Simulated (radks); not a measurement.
Q: Spherical quantum dot in the effective-mass picture: electrons in a well V = -V0 / (1 + exp((r - R)/a)) with V0 = 8.31, R = 6.83, a = 0.68, with a point charge +1 (a donor) at the centre, all in effective atomic units (hartree* = m*/eps^2 hartree, bohr* = eps/m* bohr), one dielectric constant everywhere. Calculated with a radial shooting solver with Libxc functionals: non-relativistic Kohn-Sham, r2SCAN, spin-polarised, spherical densities, generalised Kohn-Sham scheme. Levels are named by radial order and angular momentum (1s, 1p, 1d, 2s, ...), and open shells are averaged over m. At N = 5 the configuration is 1s2 1p(up 3, down 0). Does electron 6 go into 2s down or 1p down or 2s up?

A: Into 1p down. The total energies of the other choices lie higher by 0.0562 hartree* (2s up), 0.0854 hartree* (2s down).
